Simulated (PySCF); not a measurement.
A PySCF script (with the pyscf-properties extension) for the NMR shieldings of SMILES C(CC#[C][AlH][C]#CC)C, C8H11Al, on a GFN2-xTB geometry:

```python
import basis_set_exchange as bse
import numpy as np
from pyscf import gto, dft
from pyscf.prop import nmr

atoms = """
C     5.987232    0.335471   -0.209456
C     4.667621   -0.127387   -0.582132
C     3.560696   -0.519650   -0.899789
Al    1.767837   -1.094473   -1.360594
C     0.125577   -0.517785   -0.507963
C    -0.889788   -0.144294    0.049074
C    -2.118422    0.287844    0.685094
C    -3.338745   -0.011607   -0.193778
C    -4.629725    0.413047    0.493611
H     6.342261   -0.208952    0.666117
H     5.955862    1.399691    0.026106
H     6.685391    0.176504   -1.031730
H     1.629787   -2.106965   -2.519832
H    -2.223200   -0.225967    1.646515
H    -2.060476    1.363595    0.881886
H    -3.234257    0.515234   -1.145113
H    -3.370651   -1.081825   -0.410032
H    -4.620021    1.480990    0.703834
H    -4.755208   -0.118922    1.434978
H    -5.486918    0.196131   -0.139527
"""
names = dict.fromkeys(["C", "Al", "H"], "pcSseg-1")
basis = {el: gto.basis.parse(bse.get_basis(n, elements=[el], fmt="nwchem")) for el, n in names.items()}
mol = gto.M(atom=atoms, basis=basis, charge=0, verbose=0)
mf = dft.RKS(mol, xc="PBE0")
mf.grids.level = 2
mf.grids.alignment = dft.numint.BLKSIZE   # the property module wants whole blocks of grid points
mf.conv_tol = 1e-9
mf.kernel()

calc = nmr.RKS(mf)   # GIAO
C = mf.mo_coeff
Co = C[:, mf.mo_occ > 0]
resp = mf.gen_response(singlet=True, hermi=2)
def vind(x):   # induced exchange potential for any number of trial vectors
    d = np.einsum("pi,xij,qj->xpq", C, 2 * x.reshape(-1, C.shape[1], Co.shape[1]), Co, optimize=True)
    return np.einsum("xpq,pi,qj->xij", resp(d - d.transpose(0, 2, 1)), C, Co, optimize=True).ravel()
mo1, _ = nmr.rhf.solve_mo1(calc, with_cphf=vind)
sigma = calc.kernel(mo1)
for i, s in enumerate(sigma):   # ppm
    print("%2d %-2s %9.2f" % (i, mol.atom_pure_symbol(i), np.trace(s) / 3))
```

**Question.** What are the results?

**Answer.** 
```
 0 C     180.36
 1 C      69.75
 2 C      91.77
 3 Al    380.07
 4 C      91.68
 5 C      64.82
 6 C     161.07
 7 C     157.95
 8 C     169.84
 9 H      29.61
10 H      29.61
11 H      29.61
12 H      27.26
13 H      29.49
14 H      29.44
15 H      30.03
16 H      30.02
17 H      30.85
18 H      30.85
19 H      30.44
```

These numbers come from an equivalent density-fitted implementation of the same equations, which agrees with the script to about 0.01 ppm for H and up to a few tenths of a ppm for heavy atoms, so last digits may differ.

Size and cost of the density-fitted run: 215 basis functions, 30 s wall time on 1 thread of an Intel Xeon 6975P-C, shared host; peak memory 0.94 GiB.
